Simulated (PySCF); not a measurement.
Identify the unknown among the candidates.

All candidates are C2H8N2Si2.

| technique | computed result |
| --- | --- |
| 1H NMR | chemical shifts (computed TMS as zero) by class: 5.52 (1 H), 3.49 (3 H), 1.87 (1 H), 1.78 (1 H), 0.10 (2 H) ppm [GIAO PBE0/pcSseg-1] |
| UV, first state | lowest singlet excitation: 5.97 eV (208 nm, f = 0.005) [TDDFT PBE0/def2-SVPD] |
| 13C NMR | chemical shifts (computed TMS as zero) by class: 121.7 (1 C), 2.7 (1 C) ppm [GIAO PBE0/pcSseg-1] |
| Triplet | lowest triplet excitation (Tamm–Dancoff): 5.58 eV [TDA PBE0/def2-SVPD] |
| Rotational structure | rotational constants A, B, C: 2.772, 1.551, 1.075 GHz [GFN2-xTB] |
| NMR, other nuclei | isotropic shieldings of nuclei other than C and H, by class: -28 (1 N), 256 (1 N), 372 (1 Si), 468 (1 Si) ppm [GIAO PBE0/pcSseg-1] |

Electronic properties: PySCF, gas phase, density fitting. Levels stand in brackets. The structure is a single GFN2-xTB conformer in the gas phase; no vibrational or solvent corrections. NMR classes are plain means over equivalent atoms (diastereotopic ones count apart unless rotation or inversion swaps them), as if these changed places fast.

Question: Which candidate is it?
A. `C=N[Si@H]1C[SiH2]N1`
B. `N[Si@@H]1N=C[C@@H]1[SiH3]`
C. `N#CC[Si@H](N)[SiH3]`
D. `C#C[Si@H](N)[SiH2]N`

Answer: C. It is `N#CC[Si@H](N)[SiH3]`. Numbering: `[N:1]#[C:2][CH2:3][Si@H:4]([NH2:5])[SiH3:6]`. Its formula, C2H8N2Si2, gives 2 degrees of unsaturation: 0 rings and 2 π bonds in the structure found. 2 carbons fall into 2 classes; from least to most shielded: nitrile carbon [C2] (121.7 ppm), sp3 carbon bound to silicon [C3] (2.7 ppm). Hydrogen classes from least to most shielded: 1 H on an SiH silicon, Si4 (5.52 ppm), 3 H on an SiH3 silicon, Si6 (3.49 ppm), 1 H on an sp3 carbon bound to silicon, C3 (1.87 ppm), 1 H on an sp3 carbon bound to silicon, C3 (1.78 ppm), 2 H on a silicon-bound nitrogen, N5 (0.10 ppm). The other shieldings belong to: -28 ppm, nitrile nitrogen [N1]; 256 ppm, silicon-bound nitrogen [N5]; 372 ppm, SiH silicon [Si4]; 468 ppm, SiH3 silicon [Si6]. S1 is mainly HOMO→LUMO (weight 0.91); the largest Löwdin shares of the orbital it empties are 0.55 on the silicon-bound nitrogen, 0.15 on the SiH silicon, 0.10 on an Si–H hydrogen and 0.05 on an N–H hydrogen, of the orbital it fills 0.25 on the SiH silicon, 0.23 on the SiH3 silicon, 0.09 on the silicon-bound nitrogen and 0.07 on the sp3 carbon bound to silicon. The optimised geometry has point group C1 and is an asymmetric top.

The others, at the same levels:
- `N[Si@@H]1N=C[C@@H]1[SiH3]` fails: its computed 13C shifts are 201.0 (1 C), 34.7 (1 C) ppm, 1H shifts are 9.30 (1 H), 5.17 (1 H), 4.03 (3 H), 2.52 (1 H), 1.39 (2 H) ppm and lowest singlet excitation is 4.14 eV (300 nm, f = 0.001) (against 5.97 eV).
- `C=N[Si@H]1C[SiH2]N1` fails: its computed 13C shifts are 172.0 (1 C), 3.4 (1 C) ppm, 1H shifts are 8.81 (1 H), 8.71 (1 H), 5.81 (1 H), 5.61 (1 H), 5.49 (1 H), 0.77 (1 H), 0.70 (1 H), 0.39 (1 H) ppm and lowest singlet excitation is 3.91 eV (317 nm, f = 0.000) (against 5.97 eV).
- `C#C[Si@H](N)[SiH2]N` fails: its computed 13C shifts are 102.3 (1 C), 92.3 (1 C) ppm, 1H shifts are 5.02 (1 H), 5.01 (1 H), 4.86 (1 H), 2.05 (1 H), 0.52 (2 H), 0.00 (2 H) ppm and lowest singlet excitation is 5.46 eV (227 nm, f = 0.007) (against 5.97 eV).

Each candidate is one conformer, not necessarily the lowest. Dipoles, sizes and rotational constants follow the conformer. The torsions of the flexible species, by atom-mapped SMILES:
- `[N:1]#[C:2][CH2:3][Si@H:4]([NH2:5])[SiH3:6]`: C2–C3–Si4–N5 180°, H–N5–Si4–C3 -171°, H–N5–Si4–C3 49°
- `[NH2:1][Si@@H:2]1[N:3]=[CH:4][C@@H:5]1[SiH3:6]`: H–N1–Si2–N3 -103°, H–N1–Si2–N3 35°
- `[CH2:1]=[N:2][Si@H:3]1[CH2:4][SiH2:5][NH:6]1`: C1–N2–Si3–C4 132°
- `[CH:1]#[C:2][Si@H:3]([NH2:4])[SiH2:5][NH2:6]`: C2–Si3–Si5–N6 20°, H–N4–Si3–C2 61°, H–N4–Si3–C2 -77°, H–N6–Si5–Si3 -39°, H–N6–Si5–Si3 -178°
